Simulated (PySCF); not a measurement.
## Radial density of Re²⁺ (rhenium, charge +2)

revPBE, [Xe] 4f14 5d4 6s1, high-spin 6D determinant (an excited configuration). Calculation: PySCF 2.14, in aug-cc-pVDZ-PP with ECP60MDF (5s5p4d2f, 54 functions); a scalar-relativistic core potential. This is the valence pseudo-density: the core potential removes the inner electrons and smooths the orbitals near the nucleus.

```tsv
r (bohr)	4πr²ρ (e/bohr)	4πr²(ρα − ρβ)
0.133	3.558e-05	0.0000
0.223	0.0003587	0.0001
0.375	0.04452	0.0057
0.631	3.079	0.2971
1.06	11.70	2.1792
1.79	4.527	2.5961
3.00	0.7982	0.7735
5.05	0.02753	0.0275
8.50	3.609e-05	0.0000
```

Energies and moments cover only the electrons outside the core potential. Spin-orbit coupling, absent here, splits the open shell strongly.
